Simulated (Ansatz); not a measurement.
C$_{9}$H$_{21}$Ga, SMILES `C[CH](C)[Ga]([CH](C)C)[CH](C)C` from Hartree–Fock to CCSD(T)

```xyz
31

C     1.4820    0.4175    2.2128
C     0.9163   -0.6575    1.2866
C     2.0369   -1.4762    0.6541
Ga   -0.2970    0.1641   -0.0770
C     0.4289    1.1886   -1.6328
C     0.6234    0.2168   -2.7979
C     1.7113    1.9584   -1.3465
C    -2.2620   -0.1439    0.1239
C    -2.7404    0.3099    1.4996
C    -2.5813   -1.6203   -0.0970
H     0.6975    0.9803    2.7285
H     2.1228   -0.0242    2.9869
H     2.0970    1.1390    1.6657
H     0.2970   -1.3321    1.8903
H     2.6786   -0.8591    0.0176
H     2.6840   -1.9223    1.4206
H     1.6578   -2.2955    0.0359
H    -0.3512    1.9039   -1.9211
H     1.3779   -0.5433   -2.5685
H    -0.2999   -0.3068   -3.0655
H     0.9680    0.7418   -3.6980
H     2.0629    2.4914   -2.2395
H     1.5824    2.7023   -0.5553
H     2.5212    1.2917   -1.0353
H    -2.7831    0.4433   -0.6407
H    -2.2150   -0.2198    2.3017
H    -2.5896    1.3814    1.6630
H    -3.8113    0.1102    1.6356
H    -2.0476   -2.2583    0.6160
H    -2.3156   -1.9607   -1.1027
H    -3.6520   -1.8206    0.0393
```

Total charge 0; spin multiplicity 1. Correlated methods include outer-core shells of Ga, which these sets cover unevenly. Scalar relativity is left out up to krypton. The structure was optimised at the PBE0-D4/def2-TZVP level. It is one conformer, not always the lowest. Frozen core, restricted reference, Ansatz 0.2.0.

```tsv
basis	HF (Eh)	MP2 corr.	CCSD corr.	(T)	CCSD(T) total
def2-SVP	?	-1.53105	-1.64629	-0.05258	?
def2-TZVPP	?	?	-1.93337	-0.07909	?
def2-QZVPP	-2276.45159	?	–	–	–
```

Question: Fill in the withheld values. (An estimate is asked.)

Answer: Computed: def2-SVP HF (Eh): -2275.76713; def2-SVP CCSD(T) total: -2277.46600; def2-TZVPP HF (Eh): -2276.39541; def2-TZVPP MP2 corr.: -1.83760; def2-TZVPP CCSD(T) total: -2278.40787; def2-QZVPP MP2 corr.: -2.18354.
